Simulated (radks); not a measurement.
The numbers below are computed, except where a source is named.
Spin polarisation of the 4f9 shell in Tb. Start: [Xe] 4f(up 4.5, down 4.5) 6s2; electrons of 4f are moved from spin down to spin up, other shells keep equal spins. Code: a radial shooting solver on a logarithmic mesh with Libxc functionals. Model: scalar-relativistic Kohn-Sham, PBEsol, spin-polarised, spherical densities, finite nucleus; Fermi nuclear charge, rms radius of each element as measured or else 0.836 A^(1/3) + 0.57 fm.

moment (Bohr magnetons),E - E(0) (eV),e(4f up) (eV),e(4f down) (eV),6s down minus up (eV)
0,0.000,-3.076,-3.076,0.000
1,-0.178,-3.418,-2.706,0.028
2,-0.712,-3.732,-2.310,0.057
3,-1.601,-4.018,-1.886,0.086
4,-2.845,-4.272,-1.435,0.116
5,-4.440,-4.493,-0.955,0.147

At moment 5 the spin-polarisation energy is -4.440 eV and the 4f exchange splitting 3.538 eV, that is 0.708 eV per Bohr magneton; E = -I m^2/4 would give I = 0.710 eV.
